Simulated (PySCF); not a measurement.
# Partial charges of `F[C@@H]1CC[SiH2][C@@H]1F`

Compound: C₄H₈F₂Si.
Z-matrix (Å and degrees, GFN2-xTB geometry), rows numbered from 1:
```
F 
C   1  1.3824
C   2  1.5245  1  108.41
C   3  1.5363  2  108.08  1   -64.52
Si  4  1.9107  3  105.99  2   -32.13
C   2  1.5263  1  109.04  3  -115.62
F   6  1.3798  2  111.39  1   -53.63
H   2  1.0968  1  105.91  3   122.13
H   3  1.0908  2  110.06  1    57.29
H   3  1.0907  2  108.16  1   175.55
H   4  1.0899  3  109.12  2    86.35
H   4  1.0880  3  110.48  2  -156.58
H   5  1.4575  4  114.52  3   118.21
H   5  1.4641  4  113.98  3  -108.44
H   6  1.0962  2  108.33  1  -169.33
```

Density: PBE0/pcSseg-1 (PySCF); schemes: Mulliken, IAO, Hirshfeld and ESP-fitted. Geometry: GFN2-xTB, one conformer, isolated molecule.

Problem. Do the Mulliken, IAO, Hirshfeld and ESP-fitted schemes agree on where the charge is lowest?

Solution. The schemes don't all agree: Mulliken C4 (-0.534); IAO C4 (-0.546); Hirshfeld C4 (-0.162); ESP-fitted F7 (-0.254).

Problem. Which atoms carry the highest charge in the Mulliken, IAO, Hirshfeld and ESP-fitted schemes?

Solution. All schemes agree: Mulliken Si5 (+0.661); IAO Si5 (+0.729); Hirshfeld Si5 (+0.338); ESP-fitted Si5 (+0.334).

Problem. For which atoms does the sign change between the 4 schemes (beyond +0.03 e in one, beyond −0.03 e in another)?

Solution. C6.

Problem. What partial charge does each atom carry?

Solution. In e:

```json
{"atom": "F1", "environment": "alkyl fluorine", "Mulliken": "-0.328", "IAO": "-0.328", "Hirshfeld": "-0.106", "ESP-fitted": "-0.219"}
{"atom": "C2", "environment": "sp3 C–F carbon", "Mulliken": "+0.126", "IAO": "+0.165", "Hirshfeld": "+0.050", "ESP-fitted": "+0.150"}
{"atom": "C3", "environment": "ring CH2 carbon", "Mulliken": "-0.225", "IAO": "-0.271", "Hirshfeld": "-0.075", "ESP-fitted": "-0.229"}
{"atom": "C4", "environment": "sp3 carbon bound to silicon", "Mulliken": "-0.534", "IAO": "-0.546", "Hirshfeld": "-0.162", "ESP-fitted": "-0.222"}
{"atom": "Si5", "environment": "SiH2 silicon", "Mulliken": "+0.661", "IAO": "+0.729", "Hirshfeld": "+0.338", "ESP-fitted": "+0.334"}
{"atom": "C6", "environment": "sp3 C–F carbon", "Mulliken": "-0.042", "IAO": "-0.099", "Hirshfeld": "-0.037", "ESP-fitted": "+0.102"}
{"atom": "F7", "environment": "alkyl fluorine", "Mulliken": "-0.331", "IAO": "-0.320", "Hirshfeld": "-0.127", "ESP-fitted": "-0.254"}
{"atom": "H8", "environment": "methine hydrogen", "Mulliken": "+0.115", "IAO": "+0.142", "Hirshfeld": "+0.045", "ESP-fitted": "+0.067"}
{"atom": "H9", "environment": "methylene hydrogen", "Mulliken": "+0.142", "IAO": "+0.153", "Hirshfeld": "+0.047", "ESP-fitted": "+0.108"}
{"atom": "H10", "environment": "methylene hydrogen", "Mulliken": "+0.123", "IAO": "+0.141", "Hirshfeld": "+0.046", "ESP-fitted": "+0.083"}
{"atom": "H11", "environment": "methylene hydrogen", "Mulliken": "+0.158", "IAO": "+0.159", "Hirshfeld": "+0.040", "ESP-fitted": "+0.093"}
{"atom": "H12", "environment": "methylene hydrogen", "Mulliken": "+0.144", "IAO": "+0.152", "Hirshfeld": "+0.040", "ESP-fitted": "+0.079"}
{"atom": "H13", "environment": "Si–H hydrogen", "Mulliken": "-0.054", "IAO": "-0.101", "Hirshfeld": "-0.065", "ESP-fitted": "-0.059"}
{"atom": "H14", "environment": "Si–H hydrogen", "Mulliken": "-0.082", "IAO": "-0.119", "Hirshfeld": "-0.076", "ESP-fitted": "-0.097"}
{"atom": "H15", "environment": "methine hydrogen", "Mulliken": "+0.126", "IAO": "+0.143", "Hirshfeld": "+0.043", "ESP-fitted": "+0.064"}
```

Mean size of the charges over all atoms: IAO 0.238 e, Mulliken 0.213 e, ESP-fitted 0.144 e, Hirshfeld 0.086 e. Each set sums to the total charge, 0, to within 0.001 e. The ESP scheme is a least-squares fit of atom-centred charges to the potential on four shells outside the van der Waals surface, with the total charge fixed.

Problem. Sum the charges by element, for elements with more than one atom.

Solution. 
```csv
element,atoms,Mulliken,IAO,Hirshfeld,ESP-fitted
F,2,-0.659,-0.647,-0.233,-0.472
C,4,-0.674,-0.751,-0.223,-0.199
H,8,+0.673,+0.669,+0.119,+0.337
```

Problem. How many electrons does the IAO scheme count on Si5?

Solution. Z − q = 14 − (+0.729) = 13.271.
